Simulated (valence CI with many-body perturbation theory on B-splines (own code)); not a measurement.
## Gd LIX: calculated level list

Method: configuration interaction combined with many-body perturbation theory (CI+MBPT): four valence electrons over a frozen Dirac-Fock core [He], radial functions for each j: 11 s, 11 p, 9 d, 7 f, 5 g, 2 h, 1 i, with the one-electron correlation potential Σ1 (screened to all orders), the two-electron term Σ2, the three-electron term Σ3, Breit, model QED; selected single and double excitations, second order for the rest (own B-spline code, finite nucleus).

The last digits are not significant, and no measured levels were compared; by estimate large intervals hold to a few tenths of a per cent, small ones and those within an open d or f shell to about a per cent. Among the levels kept, up to 270 cm⁻¹ of a level comes from second order outside the variational space, and about a tenth of that is noise between levels of different J, which matters for small intervals.

Levels 91 to 114 of 114, with energies above the lowest level, (2s^2 2p1/2^2) J=0. "Leading %" is the weight of the configuration and term that name the level; weights of strongly mixed levels are sums over their largest components and can fall short. In the jj column 3d3/2^4 stands for four electrons in 3d with j = 3/2.

| No. | Configuration | Term | J | E (× 10³ cm⁻¹) | Leading % | g | Second component | Leading jj |
| --- | --- | --- | --- | --- | --- | --- | --- | --- |
| 91 | 2s 2p2 3d | 3G | 4 | 70442 | 34 | 1.162 | 32 % 2s 2p2 3d 5F | 2s 2p1/2 2p3/2 3d3/2 (89 %) |
| 92 | 2s 2p2 3d | 3D | 3 | 70508 | 30 | 1.268 | 26 % 2s 2p2 3d 3F | 2s 2p1/2 2p3/2 3d3/2 (93 %) |
| 93 | 2s 2p2 3p | 3P° | 0 | 70517 | 80 |  | 19 % 2s 2p2 3p 1S° | 2s 2p1/2 2p3/2 3p3/2 (100 %) |
| 94 | 2s 2p2 3p | 1D° | 2 | 70541 | 39 | 1.096 | 23 % 2s 2p2 3p 3D° | 2s 2p1/2 2p3/2 3p3/2 (98 %) |
| 95 | 2s 2p2 3p | 3S° | 1 | 70558 | 30 | 1.352 | 23 % 2s 2p2 3p 3D° | 2s 2p1/2 2p3/2 3p3/2 (94 %) |
| 96 | 2s 2p2 3d | 5D | 4 | 70571 | 49 | 1.372 | 26 % 2s 2p2 3d 5F | 2s 2p1/2 2p3/2 3d5/2 (94 %) |
| 97 | 2s 2p2 3p | 3P° | 1 | 70589 | 52 | 1.198 | 26 % 2s 2p2 3p 1P° | 2s 2p1/2 2p3/2 3p3/2 (99 %) |
| 98 | 2s 2p2 3d | 3D | 2 | 70625 | 21 | 1.287 | 13 % 2s 2p2 3d 5P | 2s 2p1/2 2p3/2 3d3/2 (67 %) |
| 99 | 2s 2p2 3d | 5P | 1 | 70692 | 26 | 1.752 | 21 % 2s 2p2 3d 3P | 2s 2p1/2 2p3/2 3d3/2 (71 %) |
| 100 | 2s 2p2 3d | 3F | 2 | 70723 | 35 | 1.211 | 21 % 2s 2p2 3d 5D | 2s 2p1/2 2p3/2 3d5/2 (90 %) |
| 101 | 2s 2p2 3d | 3F | 3 | 70793 | 45 | 1.273 | 24 % 2s 2p2 3d 5P | 2s 2p1/2 2p3/2 3d5/2 (91 %) |
| 102 | 2s 2p2 3d | 3D | 1 | 70828 | 24 | 0.966 | 18 % 2s 2p2 3d 5D | 2s 2p1/2 2p3/2 3d5/2 (71 %) |
| 103 | 2s 2p2 3d | 3G | 5 | 70860 | 60 | 1.259 | 40 % 2s 2p2 3d 5F | 2s 2p1/2 2p3/2 3d5/2 (100 %) |
| 104 | 2s 2p2 3d | 3F | 2 | 70883 | 55 | 1.019 | 37 % 2s 2p2 3d 3P | 2s 2p1/2 2p3/2 3d3/2 (70 %) |
| 105 | 2s 2p2 3d | 3G | 3 | 70929 | 45 | 0.896 | 31 % 2s 2p2 3d 1F | 2s 2p1/2 2p3/2 3d3/2 (96 %) |
| 106 | 2s 2p2 3d | 3D | 1 | 71011 | 67 | 0.726 | 13 % 2s 2p2 3d 3P | 2s 2p1/2 2p3/2 3d3/2 (79 %) |
| 107 | 2s 2p2 3d | 3D | 3 | 71039 | 61 | 1.251 | 14 % 2s 2p2 3d 1F | 2s 2p1/2 2p3/2 3d5/2 (95 %) |
| 108 | 2s 2p2 3d | 3D | 1 | 71077 | 69 | 0.793 | 16 % 2s 2p2 3d 3P | 2s 2p1/2 2p3/2 3d3/2 (54 %) |
| 109 | 2s 2p2 3d | 3F | 4 | 71077 | 57 | 1.198 | 25 % 2s 2p2 3d 1G | 2s 2p1/2 2p3/2 3d5/2 (95 %) |
| 110 | 2s 2p2 3d | 3F | 2 | 71102 | 32 | 1.042 | 18 % 2s 2p2 3d 3D | 2s 2p1/2 2p3/2 3d3/2 (65 %) |
| 111 | 2s 2p2 3d | 3P | 0 | 71150 | 98 |  |  | 2s 2p1/2 2p3/2 3d3/2 (72 %) |
| 112 | 2s 2p2 3d | 1D | 2 | 71157 | 53 | 1.025 | 20 % 2s 2p2 3d 3D | 2s 2p1/2 2p3/2 3d3/2 (51 %) |
| 113 | 2s 2p2 3d | 1P | 1 | 71233 | 60 | 1.064 | 24 % 2s 2p2 3d 3P | 2s 2p1/2 2p3/2 3d5/2 (62 %) |
| 114 | 2s 2p2 3d | 1S | 0 | 71255 | 60 |  | 35 % 2s 2p2 3d 3P | 2s 2p1/2 2p3/2 3d5/2 (71 %) |
